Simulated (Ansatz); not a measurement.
Consider the silylene formation by 1,1-elimination: `N[SiH](O)[Si](N)(O)O` → `N[Si](N)(O)O` + `O[SiH]`.

Isolated molecules relaxed with PBE0-D4/def2-TZVP in Ansatz; ΔE leaves out vibrations. CBS: MP2 limit from def2 TZ/QZ plus the TZ coupled-cluster correction, frozen cores. This one scheme is used for every species. Functionals use def2-TZVPP. B3LYP here is the variant with VWN-RPA as its local correlation; programs differ in this. Each species was taken in one conformer, which may not be the lowest.

Is it downhill or uphill in electronic energy at CCSD(T)/CBS, and by how much? (Best estimate.)

Ansatz gave: Uphill: ΔE = +1.72 eV.

What do these levels give: B3LYP-D4, ωB97X-V, ωB97M-V, PBE0, B3LYP, HF/def2-TZVPP, MP2/def2-TZVPP, SCS-MP2/def2-TZVPP, CCSD/def2-TZVPP, HF/def2-QZVPP, MP2/def2-QZVPP, HF/CBS(def2)? (Estimate.)

Ansatz gave: B3LYP-D4 1.71, ωB97X-V 1.84, ωB97M-V 1.62, PBE0 1.80, B3LYP 1.52, HF/def2-TZVPP 1.45, MP2/def2-TZVPP 1.78, SCS-MP2/def2-TZVPP 1.66, CCSD/def2-TZVPP 1.60, HF/def2-QZVPP 1.44, MP2/def2-QZVPP 1.82, HF/CBS(def2) 1.44 eV.

Largest T1 diagnostic among the species: 0.016.

The D4 term adds +0.19 eV with B3LYP and +0.11 eV with PBE0; it sums over pairs of atoms, weighted by their polarisabilities, and B3LYP, whose exchange is more repulsive, gets the larger term. In def2-TZVPP, CCSD(T) changes the Hartree–Fock value by +0.20 eV (the triples alone add +0.05 eV) and MP2 by +0.32 eV. From PBE to PBE0 (25 % exact exchange), in def2-TZVPP and without D4, ΔE moves by +0.06 eV.
